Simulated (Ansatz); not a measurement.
A structure relaxed at PBE-D4/def2-SVPD in Ansatz, charge -1, doublet:

```
atom   x (Å)   y (Å)   z (Å)
 Al1  -0.077   0.832   1.115
 Al2   1.381   1.550  -1.286
 Al3  -1.205  -1.424   1.024
 Al4   0.130  -0.671  -1.042
  H5  -2.066  -2.736   1.481
  H6   1.831  -0.264  -1.339
  H7   0.030   2.023   2.215
  H8  -0.024   0.690  -2.169
```

Task: Give its formula and point group.

Result: the cluster Al4H4⁻. Point group Cs (tolerance 0.1 Å).

Task: Summarise the bond lengths by kind (pairs closer than 1.2 times the sum of covalent radii, bridged metal pairs left out).

Result: 5 × Al–Al 2.52 to 2.90 Å; 4 × Al–H 1.63 to 1.77 Å.

The structure comes from a short search, and lower isomers may exist.
